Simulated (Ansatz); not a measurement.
The first iterations of a band of C2H5BN2 (10 atoms, charge 0, multiplicity 1).

All numbers below come from RKS r2SCAN-D4/6-31G (Ansatz 0.2.0).

```
movable images  : 9
climbing image  : yes
spring          : 0.5 eV/Å²
optimiser       : quadratic models (default)
start path      : through a guess of the saddle point
force threshold : 0.03 eV/Å
iteration limit : 44
end points      : relaxed
```

First end point:

```xyz
10
Properties=species:S:1:pos:R:3
N -1.665 -0.076 0.760
C -0.241 -0.492 0.768
B 0.663 0.069 -0.363
C 1.819 0.360 -1.220
N 0.660 0.937 -1.570
H -1.778 0.927 0.888
H -2.152 -0.373 -0.082
H -0.207 -1.593 0.755
H 0.185 -0.228 1.749
H 2.799 0.417 -1.682
```

Last end point:

```xyz
10
Properties=species:S:1:pos:R:3
N -1.559 0.179 0.708
C -0.270 -0.504 0.680
B 0.691 0.112 -0.362
C 1.882 0.415 -1.156
N 0.745 1.010 -1.544
H -1.893 0.533 -0.177
H -2.277 -0.227 1.291
H -0.325 -1.596 0.457
H 0.205 -0.449 1.674
H 2.884 0.476 -1.567
```

| iteration | highest image above the first end (eV) | largest band force component (eV/Å) |
| --- | --- | --- |
| 1 | 2.129 | 10.487 |
| 2 | 0.304 | 2.977 |
| 3 | 0.101 | 1.178 |

Task: Does the band converge within its limit, and where does its top end?

Result: The run converged. It ended after 10 iterations with the highest image 0.031 eV above the first end. Another band between the same ends (9 images) ends at a top of the same energy, where a vibrational analysis finds 1 clearly imaginary mode. Limits of this set-up: no polarisation functions.

Run time: 5 min on 1 CPU thread of a shared host.
